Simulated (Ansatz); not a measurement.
Program: Ansatz 0.2.0.

A structure relaxed at PBE0-D4/def2-TZVP, charge 0, multiplicity 1:

```xyz
9

N     0.853    1.199   -1.270
C    -0.052    0.317   -1.290
N    -0.536   -0.456   -0.243
Al   -0.066   -0.487    1.480
F     1.124    0.539    1.970
H     1.253    1.328   -0.340
H    -0.539    0.111   -2.248
H    -1.267   -1.087   -0.543
H    -0.769   -1.464    2.483
```

(1) Give its formula and SMILES.

(2) Point group (tolerance 0.08 Å, 0.16 Å for H)?

(3) Summarise the bond lengths by kind.

Results:

(1) CH4AlFN2, `N=C[NH][AlH][F]`.

(2) Cs.

(3) 2 × C–N 1.264 to 1.388 Å; 2 × H–N 1.011 to 1.021 Å; 1 × C–H 1.094 Å; 1 × Al–N 1.786 Å; 1 × Al–F 1.646 Å; 1 × Al–H 1.566 Å.
